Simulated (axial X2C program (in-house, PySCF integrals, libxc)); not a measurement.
Potential curves of RuP, with spin–orbit coupling

All values were computed with an axial X2C code built on PySCF integrals. Two-component (2c) means X2C with spin–orbit coupling and atomic mean-field two-electron Coulomb and Gaunt terms. Basis: Ru dyall-cv3z [12s12p8d5f3g], P dyall-v3z [8s7p2d1f] (cores contracted in-house); Gaussian nuclei, density fitting, unrestricted open shells. Masses: Ru 101.904 u, P 30.974 u.

State: Ω = 5/2 (⟨Sz⟩ = 1.49, ⟨Lz⟩ = 1.01 at HF). Energies in cm⁻¹ from the lowest point of each curve. Fits are polynomials in 1 − R0/R over 0.85 to 1.23 times the lowest point R0.

```
 R (Å)    HF
1.9885  5213
2.0500  3206
2.1217  1607
2.1935   610
2.2857     0
2.3985    21
2.5625  1088
```

Occupations by symmetry block were frozen at the best pattern of an incomplete PBE0 search. With several unpaired electrons one determinant need not be a pure state. Some points did not converge and are left out. The determinant is spin-polarised beyond a pure state at some levels (its spin-free form has ⟨S²⟩ too high), which makes Re and μ there less reliable. The lowest spin-free determinant has another configuration (M_S = 3/2, Λ = 3), so the order of states is uncertain and this need not be the ground state.

**Question.** What are Re and ωe at the HF level?

**Answer.** At HF, 2c: Re = 2.337 Å, ωe ≈ 285 cm⁻¹; Be follows as 0.13 cm⁻¹.
